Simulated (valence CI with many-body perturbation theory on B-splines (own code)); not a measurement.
## E1 transitions of Cs VII

Computed by valence CI with perturbative core correlation (CI+MBPT): three valence electrons over a frozen Dirac-Fock core [Kr] 4d10, radial functions for each j: 7 s, 7 p, 7 d, 7 f, 4 g, 2 h, with the one-electron correlation potential Σ1, the two-electron term Σ2, the three-electron term Σ3, Breit, model QED; selected CI, second order for the rest, scaled by the run's own slope (own B-spline code, finite nucleus).

Set against measurement, 63 paired levels are off by 477 cm⁻¹ on average, the worst by 1585. These come from a selection out of Sansonetti, J. Phys. Chem. Ref. Data 38, 761 (2009). Levels without a partner in it may be off by more, other configurations by several thousand cm⁻¹. The list stops below the first excitations out of the core. 3 measured levels below the end of the list, from 384898 cm⁻¹ on, found no clear computed partner, and computed levels of the same name lie up to 2852 cm⁻¹ from them.

Lines 351 to 400 of 600 in falling wavelength, among levels below 483310 cm⁻¹, chosen from the strongest by gf and those to the six lowest levels. Wavelengths and rates use the calculated energies, so an error of 500 cm⁻¹ moves a line at 54.55 nm by 0.27 % and its rate by three times that or more. Electric multipoles are in the length gauge, E1 and E2 with the static RPA response of the core. Weak lines are less certain than strong ones. Lines between different terms over intervals too small for the method are left out, as are lines whose strength nearly cancels. Where a level lies close to another of its J and parity, the split of strength between their lines is uncertain. The highest levels of a list are the least certain.

Names give the largest LS component (configuration and term), which can be under half, so a name can repeat, a term be missing and a line seem to break the LS rules; names also repeat where a configuration has a term twice. Letters in brackets count levels of one name in rising energy.

```tsv
λ vac (nm)	λ from measured levels	Upper	Lower	A (s⁻¹)	S (a.u.) with core polarisation	S without
54.65		4f.5s.5d 4F°_9/2	4f.5s.5p 4G_9/2	2.61e+09	2.10e+00	2.54e+00
54.62		4f.5s.5d 4D°_1/2	4f.5s.5p 4D_3/2	3.23e+09	5.20e-01	6.29e-01
54.60		4f.5s.5d 4D°_3/2	4f.5s.5p 4D_3/2	2.88e+09	9.26e-01	1.11e+00
54.55	54.66	5s.5p.5d 2D°_3/2 [a]	5s.5p2 2D_3/2	7.25e+09	2.32e+00	2.96e+00
54.54		4f.5s.5d 4H°_13/2	4f.5s.5p 4G_11/2	1.27e+10	1.42e+01	1.72e+01
54.54		4f.5s.5d 4D°_5/2	4f.5s.5p 4D_3/2	1.86e+09	8.93e-01	1.08e+00
54.53		5s.5p.6p 2D_3/2 [b]	5p3 2P°_1/2	1.74e+09	5.56e-01	7.02e-01
54.38		4f.5s.5d 4H°_11/2	4f.5s.5p 4G_9/2	5.49e+09	5.23e+00	6.32e+00
54.34		4f.5s.5d 2G°_9/2	4f.5s.5p 4D_7/2	1.47e+09	1.17e+00	1.41e+00
54.28		4f.5s.5d 2H°_11/2	4f.5s.5p 2G_9/2 [a]	1.02e+10	9.70e+00	1.17e+01
54.26		5p2.5d 4D_3/2	5p3 4S°_3/2 [b]	1.70e+09	5.36e-01	6.60e-01
54.21		5p2.5d 4D_5/2	5p3 4S°_3/2 [b]	1.27e+09	5.97e-01	7.18e-01
54.21	54.70	5s.5p.5d 4F°_5/2	5s.5p2 4P_3/2	7.64e+08	3.60e-01	4.36e-01
54.20		4f.5s.5d 4G°_9/2	4f.5s.5p 4D_7/2	2.89e+09	2.27e+00	2.74e+00
54.11		5p2.5d 2D_3/2	5p3 2P°_1/2	2.73e+09	8.54e-01	1.01e+00
54.02	54.09	5s.5p.5d 4D°_5/2	5s.5p2 2D_3/2	1.67e+09	7.78e-01	9.48e-01
53.97		4f.5s.5d 4D°_3/2	4f.5s.5p 4D_5/2	1.61e+09	5.00e-01	6.06e-01
53.96	54.00	5s.5p.5d 4P°_1/2	5s.5p2 2D_3/2	1.21e+08	1.88e-02	2.31e-02
53.91		4f.5s.5d 4D°_5/2	4f.5s.5p 4D_5/2	3.13e+09	1.45e+00	1.75e+00
53.88	53.99	5s.5p.5d 2D°_5/2 [a]	5s.5p2 2D_5/2	1.12e+10	5.20e+00	6.49e+00
53.84		4f.5s.5d 2D°_5/2	4f.5s.5p 4D_5/2	2.40e+09	1.11e+00	1.34e+00
53.83		4f.5s.5d 4G°_11/2	4f.5s.5p 4G_11/2	4.72e+09	4.36e+00	5.29e+00
53.82	53.90	5s.5p.5d 4P°_3/2	5s.5p2 2D_3/2	1.06e+09	3.27e-01	4.20e-01
53.81		4f.5s.5d 4D°_7/2	4f.5s.5p 4D_5/2	1.78e+09	1.09e+00	1.32e+00
53.79	53.85	5s.5p.5d 2D°_3/2 [b]	5s.5p2 2P_3/2	5.30e+09	1.63e+00	2.02e+00
53.79	53.86	5s.5p.5d 2P°_1/2 [b]	5s.5p2 2P_3/2	5.76e+09	8.84e-01	1.10e+00
53.67		5s.5p.6p 2D_5/2 [a]	5p3 2D°_5/2	2.07e+09	9.46e-01	1.06e+00
53.64		4f.5s.5d 4P°_1/2	4f.5s.5p 4D_1/2	8.51e+09	1.30e+00	1.55e+00
53.64		5s.5p.6p 2P_1/2 [b]	5p3 2P°_1/2	5.28e+09	8.04e-01	9.42e-01
53.62		4f.5s.5d 2G°_9/2	4f.5s.5p 4G_9/2	1.53e+09	1.16e+00	1.40e+00
53.57		5s.5p.6p 2D_3/2 [c]	5p3 2P°_1/2	1.62e+09	4.92e-01	6.07e-01
53.49		4f.5s.5d 4F°_7/2	4f.5s.5p 2F_7/2 [b]	1.28e+09	7.72e-01	9.33e-01
53.47		4f.5s.5d 4G°_9/2	4f.5s.5p 4G_9/2	9.08e+08	6.85e-01	8.33e-01
53.44		4f.5s.5d 2F°_5/2	4f.5s.5p 2G_7/2 [a]	1.40e+09	6.32e-01	7.55e-01
53.43	53.59	5s2.5d 2D_3/2	5s2.5p 2P°_3/2	4.37e+09	1.32e+00	1.63e+00
53.41		4f.5s.5d 4H°_9/2	4f.5s.5p 2F_7/2 [b]	1.93e+09	1.45e+00	1.76e+00
53.38	53.52	5s.5p.5d 2D°_3/2 [b]	5s.5p2 2S_1/2	1.39e+10	4.18e+00	5.16e+00
53.36		4f.5s.5d 4P°_3/2	4f.5s.5p 4D_3/2	5.90e+09	1.77e+00	2.12e+00
53.34		4f.5s.5d 2F°_7/2	4f.5s.5p 2G_7/2 [a]	3.10e+09	1.86e+00	2.23e+00
53.34	53.51	5s2.6p 2P°_3/2	5s.5p2 2D_3/2	2.71e+09	8.13e-01	9.70e-01
53.31	53.40	5s.5p.5d 2D°_5/2 [b]	5s.5p2 2P_3/2	2.49e+10	1.12e+01	1.37e+01
53.29		5s.5p.6p 2D_5/2 [a]	5p3 4S°_3/2 [b]	1.11e+09	4.95e-01	5.89e-01
53.29		4f.5s.5d 4P°_1/2	4f.5s.5p 4D_3/2	6.12e+09	9.13e-01	1.09e+00
53.26		4f.5s.5d 4G°_11/2	4f.5s.5p 4G_9/2	6.43e+09	5.75e+00	6.95e+00
53.10		4f.5s.5d 4H°_7/2	4f.5s.5p 2F_5/2 [a]	1.80e+09	1.07e+00	1.29e+00
53.06		4f.5s.5d 4F°_5/2	4f.5s.5p 2F_5/2 [a]	9.62e+08	4.26e-01	5.15e-01
53.04		4f.5s.5d 4D°_7/2	4f.5s.5p 4D_7/2	6.24e+09	3.67e+00	4.43e+00
53.03	53.12	5p3 2P°_3/2	5s.5p2 4P_3/2	2.01e+08	5.91e-02	7.94e-02
52.95		5p2.5d 2P_1/2	5p3 2P°_1/2	4.62e+09	6.77e-01	8.67e-01
52.94	53.07	5s.5p.5d 4P°_5/2	5s.5p2 4P_5/2	1.98e+09	8.70e-01	1.08e+00
```
